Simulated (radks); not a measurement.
The numbers below are computed, except where a source is named.
Task: These are the eigenvalues of the occupied orbitals of an atom or ion with whole-number occupations (eV). Level of theory: Dirac Kohn-Sham, PBE, spin-unpolarised, spherical densities, point nucleus (a radial shooting solver on a logarithmic mesh with Libxc functionals).

orbital  eigenvalue
1s1/2     -8047.350
2s1/2     -1336.887
2p1/2     -1221.269
2p3/2     -1206.108
3s1/2     -462.1763
3p1/2     -425.8411
3p3/2     -422.7759

Which element is it, and in what charge state? The configuration may be excited. Open shells, if any, are shared by 2j + 1.

Result: Z = 27, cobalt, charge +14: Co14+ in [Ne] 3s2 3p1. The list shows which subshells hold electrons but not how many an open one holds; the 1s level, -295.73 hartree, gives Z - s = 24.3 by -(Z - s)^2/2, which with screening and relativity narrows Z to a few neighbours, and the depths of the outer levels then fix element, charge and occupations together.
